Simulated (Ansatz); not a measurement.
Reaction (redistribution): `[CH3][SnH2][SeH]` + `Cl[Si](Cl)(Cl)[SeH]` → `[SeH][SnH2][SeH]` + `C[Si](Cl)(Cl)Cl`

Gas-phase electronic energies from Ansatz, PBE0-D4/def2-TZVP geometries. CBS: MP2 limit from def2 TZ/QZ plus the TZ coupled-cluster correction, frozen cores. Functionals use def2-TZVPP. def2 core potentials past Kr. For Se, Sn outer-core shells are correlated without core-valence functions, which leaves a few kJ/mol of doubt a bond. Scalar relativity is left out up to krypton. One conformer a species, not always the lowest.

CCSD(T)/CBS gives -12.3 kcal/mol.

Task: Another level gave -12.6 kcal/mol. Which?
A. r2SCANh/def2-TZVPP
B. BHLYP/def2-TZVPP
C. LDA (SPW92)/def2-TZVPP
D. HF/def2-TZVPP

Result: C. LDA (SPW92) -12.6, HF/def2-TZVPP -15.9, BHLYP -14.8, r2SCANh -13.6 kcal/mol.

Task: What do rigid-rotor, harmonic-oscillator terms from PBE0-D4/def2-TZVP frequencies (298.15 K, 1 bar) make of the CCSD(T)/CBS value? (An estimate is asked.)

Result: The calculation gave: ΔZPE = +0.2 kcal/mol, ΔH = -12.0 kcal/mol, ΔS = -1 J/(mol·K), ΔG = -11.9 kcal/mol. Modes under 50 cm⁻¹ make the entropy rough.

Largest T1 diagnostic among the species: 0.011.

The D4 term adds +0.8 kcal/mol with B3LYP and +0.4 kcal/mol with PBE0; it sums over pairs of atoms, weighted by their polarisabilities, and B3LYP, whose exchange is more repulsive, gets the larger term. In def2-TZVPP, CCSD(T) changes the Hartree–Fock value by +4.2 kcal/mol (the triples alone add +0.5 kcal/mol) and MP2 by +4.8 kcal/mol. Leaving LDA and LC-ωPBE aside and taking each functional with its dispersion term where it has one, the values, not all of them listed here, spread over 2.4 kcal/mol, from BHLYP-D4 to revPBE-D4.

B3LYP here is the variant with VWN-RPA as its local correlation; programs differ in this.
